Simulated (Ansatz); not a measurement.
Frontier orbitals of C2H7InO2, SMILES `C[O][In]([CH3])[OH]`.

Cartesian coordinates in Å:
```
C -1.104 0.604 1.755
O -1.301 -0.334 0.736
In -0.027 -0.644 -0.762
C 1.774 0.433 -1.105
O -0.788 -2.116 -1.843
H -2.024 1.179 1.917
H -0.855 0.108 2.703
H -0.303 1.330 1.547
H 2.430 0.327 -0.241
H 2.270 0.044 -1.992
H 1.544 1.489 -1.247
H -1.616 -2.422 -1.465
```

Total charge 0; spin multiplicity 1. Correlated methods include outer-core shells of In, which these sets cover unevenly. In takes the def2 core potential. All single points use the PBE0-D4/def2-TZVP geometry. It is one conformer, not always the lowest. Basis def2-TZVPP, Ansatz 0.2.0.

```tsv
functional	HOMO (eV)	LUMO (eV)	gap (eV)
LDA (SPW92)	-5.93	-2.08	3.85
PBE	-5.75	-1.82	3.93
PBE0	-7.27	-0.94	6.33
r2SCANh	-6.62	-1.22	5.40
r2SCAN0	-7.49	-0.76	6.73
CAM-B3LYP	-8.74	-0.05	8.69
LC-ωPBE	-10.09	1.21	11.30
ωB97M-V	-9.69	0.66	10.35
```

From PBE to PBE0 the HOMO moves by −1.52 eV and the LUMO by +0.89 eV, and with ωB97M-V by −3.94 and +2.48 eV, so the gap grows from 3.93 to 10.35 eV with exact exchange. A positive LUMO is unbound and depends on the basis.

LC-ωPBE has ω = 0.4 bohr⁻¹.
